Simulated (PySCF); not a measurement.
AsH5Si, charge +1, multiplicity 2. Atoms are numbered in the order given.

```xyz
7

Si    -1.6329     0.0168     0.0000
As     0.7760    -0.0397     0.0000
H     -1.9441    -0.6917     1.2542
H     -1.9441    -0.6917    -1.2542
H     -1.8845     1.4742     0.0000
H      1.5118     0.4923     1.1949
H      1.5118     0.4923    -1.1949
```
Charge +1, spin multiplicity 2.

Geometry: PBE0-D3(BJ)/def2-TZVP. The spin state was assumed, not searched.

These are TDA-PBE/def2-SVPD (PySCF) values and carry that method's errors.

Vertical excitations. Isolated molecule, no solvent.

| state | energy (eV) | λ (nm) | f | main pairs |
|---|---|---|---|---|
| root 1 | 3.31 | 374 | 0.000 | β HOMO→LUMO 98 % |
| root 2 | 3.32 | 373 | 0.000 | β HOMO−1→LUMO 100 % |
| root 3 | 3.76 | 329 | 0.043 | β HOMO−2→LUMO 96 % |
| root 4 | 4.92 | 252 | 0.001 | β HOMO−3→LUMO 98 % |
| root 5 | 5.31 | 234 | 0.007 | α HOMO→LUMO 98 % |
| root 6 | 5.95 | 208 | 0.002 | α HOMO→LUMO+1 98 % |
| root 7 | 6.81 | 182 | 0.012 | α HOMO→LUMO+2 73 %, β HOMO→LUMO+1 14 % |
| root 8 | 6.89 | 180 | 0.002 | α HOMO−2→LUMO 45 %, α HOMO→LUMO+2 20 %, β HOMO→LUMO+1 29 % |
| root 9 | 6.90 | 180 | 0.000 | α HOMO−1→LUMO 68 %, β HOMO−1→LUMO+1 29 % |
| root 10 | 7.10 | 175 | 0.006 | α HOMO→LUMO+3 84 %, β HOMO−2→LUMO+1 7 % |
Unrestricted roots are not spin-pure.
